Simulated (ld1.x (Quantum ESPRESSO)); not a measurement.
# u(r) = r·R(r): atom against pseudo-atom (W (Z = 74))

Columns: radius, all-electron u(r) and pseudo u(r) of the 5s shell (level -80.83 eV) of tungsten in the configuration [Kr] 4d10 4f14 5s2 5p6 5d4 6s1.75 6p0; PBE, scalar-relativistic, ultrasoft scheme, ld1.x (Quantum ESPRESSO) 7.5.

```
r (bohr)  all-electron  pseudo
   0.132        0.3927  0.3327
   0.265       -0.2972  0.6419
   0.398       -0.5775  0.9019
   0.530       -0.0056  1.0939
   0.663        0.6279  1.2111
   0.795        1.0103  1.2506
   0.928        1.1478  1.2192
   1.060        1.1197  1.1309
   1.193        1.0027  1.0018
   1.325        0.8522  0.8529
   1.458        0.6979  0.7000
   1.590        0.5582  0.5594
   1.723        0.4377  0.4378
   1.855        0.3392  0.3392
   1.988        0.2596  0.2596
   2.120        0.1976  0.1976
   2.252        0.1494  0.1494
   2.385        0.1122  0.1122
   2.518        0.0839  0.0839
   2.650        0.0627  0.0627
   2.782        0.0467  0.0467
   2.915        0.0346  0.0346
   3.048        0.0256  0.0256
   3.180        0.0189  0.0189
   3.312        0.0140  0.0140
   3.445        0.0103  0.0103
```

(1) How many radial nodes do the two functions have?

(2) At about which radius was the pseudo-wave matched?

(3) Where does each function peak?

(4) Is the pseudo-wave norm-conserving?

Results:

(1) The all-electron 5s function has n − l − 1 = 4 (the table is too coarse to show those close to the nucleus); the pseudo-wave has 0, since the states of the same l below it are removed with the core.

(2) 1.80 bohr, where the columns begin to agree (steps of 0.13 bohr).

(3) Outermost all-electron maximum near 0.93 bohr, pseudo maximum near 0.80 bohr (to the table’s step).

(4) No, it belongs to an ultrasoft set: the norm inside the radius is not constrained, and the difference is carried by the augmentation charge.
